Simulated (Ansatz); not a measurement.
`CBC1=CB1` + `C=C=N` → `C=C=NC` + `BC1=CB1` at 600 K and 1 bar (substitution at a C–B bond).

Isolated molecules relaxed with PBE0-D4/def2-TZVP in Ansatz; ΔE leaves out vibrations. CBS: MP2 limit from def2 TZ/QZ plus the TZ coupled-cluster correction, frozen cores. This one scheme is used for every species. Each species was taken in one conformer, which may not be the lowest.

| species | CCSD(T)/CBS energy (Eh) | H − E (kJ/mol) | S (J/(mol·K)) |
| --- | --- | --- | --- |
| `CBC1=CB1` | -167.30439 | 273.3 | 415.1 |
| `C=C=N` | -132.55079 | 148.0 | 296.9 |
| `C=C=NC` | -171.80321 | 235.6 | 355.2 |
| `BC1=CB1` | -128.02582 | 184.6 | 342.9 |

H − E and S are ideal-gas, rigid-rotor, harmonic terms from PBE0-D4/def2-TZVP, for one conformer and one mirror image of each species. 1 Eh = 2625.50 kJ/mol, R = 8.31446 J/(mol·K).

Question: By hand: ΔE, ΔH, ΔS and ΔG.

Answer: ΔE = (-171.80321) + (-128.02582) − (-167.30439) − (-132.55079) = 0.02615 Eh = 68.7 kJ/mol. Δ(H − E) = 235.6 + 184.6 − 273.3 − 148.0 = -1.1, so ΔH = 67.6 kJ/mol. ΔS = 355.2 + 342.9 − 415.1 − 296.9 = -13.9 J/(mol·K). ΔG = 67.6 − 600 × (-13.9)/1000 = 75.9 kJ/mol.

Question: By hand: the equilibrium constant, and the temperature at which ΔG would vanish if ΔH and ΔS stayed fixed.

Answer: log₁₀ K = −ΔG/(RT ln 10) = -6.6. ΔH and −TΔS have one sign here, so there is no such temperature.

The number of gas molecules stays the same, so ΔS is small and ΔH decides. A doubt of 5 kJ/mol in ΔE shifts log₁₀ K by 0.4 here. Other conformers and mirror images would add mixing entropy, several J/(mol·K) or more a flexible species. These are equilibria of isolated gas molecules and say nothing of rates. Largest T1 diagnostic: 0.015 (customary marks: 0.02 for closed shells, 0.045 for open ones).
